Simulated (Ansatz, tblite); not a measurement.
Compound nanocrystal family: gap (eV) at several levels, gas phase, relaxed structures; Ansatz, xTB through tblite. Core potentials for In, Sb in the def2 sets, no spin–orbit coupling. Levels of anions in sets without diffuse functions are rough. A dash marks a value that wasn't run or was left out as unsound. The structures are stationary points that may keep the symmetry of their start.

```csv
species,state,geometry,GFN1-xTB,PBE-D4/def2-SVP,PBE-D4/def2-TZVP,PBE0-D4/def2-SVP,PBE0-D4/def2-TZVP
"Al9As9H24, cut from wurtzite",singlet,PBE-D4/def2-SVP,3.69,3.83,3.76,5.52,5.43
"In9As9H26, cut from wurtzite",singlet,PBE-D4/def2-SVP,2.75,2.92,–,4.53,–
"B9N10H28⁺, cut from zinc blende, rod",singlet,r2SCAN-D4/def2-SVP,6.32,5.00,4.69,7.28,6.84
"B8P8H22, cut from wurtzite",singlet,PBE-D4/def2-SVP,5.07,4.63,4.39,6.49,6.21
"B4P4H16, cut from zinc blende, disc",singlet,r2SCAN-D4/def2-SVP,5.90,6.04,5.74,8.10,7.77
"In6Sb6H18, cut from wurtzite",singlet,PBE-D4/def2-SVP,2.36,3.20,3.15,4.75,4.71
"B3P3H12, cut from wurtzite",singlet,r2SCAN-D4/def2-SVP,6.18,5.71,5.42,7.74,7.41
"In5P4H16⁻, cut from zinc blende, disc",singlet,PBE0-D4/def2-SVP,3.88,4.40,–,6.10,–
"Ga7P8H26⁺, cut from zinc blende, rod",singlet,r2SCAN-D4/def2-SVP,4.70,4.53,4.26,6.38,6.11
```

Q: Estimate the column for GFN2-xTB.

A: Al9As9H24, cut from wurtzite 2.58; In9As9H26, cut from wurtzite 2.62; B9N10H28⁺, cut from zinc blende, rod 8.36; B8P8H22, cut from wurtzite 4.42; B4P4H16, cut from zinc blende, disc 5.08; In6Sb6H18, cut from wurtzite 2.40; B3P3H12, cut from wurtzite 5.33; In5P4H16⁻, cut from zinc blende, disc 3.89; Ga7P8H26⁺, cut from zinc blende, rod 3.64.
